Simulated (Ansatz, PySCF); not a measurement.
CH7FOSi3, SMILES F[SiH2][C@H]1O[SiH2][SiH2]1.

The structure is a stationary point at PBE0-D3(BJ)/def2-SVP. The structure was generated by enumeration; whether it is a known compound was not checked. Other conformers were not sampled.

Vertical ionisation energy (IE) and electron affinity (EA) in eV. Rows of orbital energies are one-electron estimates. Where ΔSCF, EOM or ADC give a negative EA the extra electron is unbound and the value depends on the basis.

```
level                                                                       IE     EA
------------------------------------------------------------------------  ----  -----
−ε(HOMO), −ε(LUMO), B3LYP/def2-TZVP (PySCF)                               7.47   1.07
−ε(HOMO), −ε(LUMO), PBE/def2-TZVP (PySCF)                                 6.41   1.78
ΔSCF, CAM-B3LYP/def2-SVPD (Ansatz), final states of multiplicity 2 and 2  9.70  -0.71
ΔSCF, PBE/def2-SVPD (Ansatz), final states of multiplicity 2 and 2        9.16  -0.27
```

Q: What vertical singlet–triplet gap does ΔSCF give with CAM-B3LYP/def2-SVPD (Ansatz, a first-principles code) and with PBE/def2-SVPD (Ansatz)? (An estimate is asked for; the answer gives what the named calculation found.)

A: 5.44 and 4.58 eV (triplet above singlet where positive).
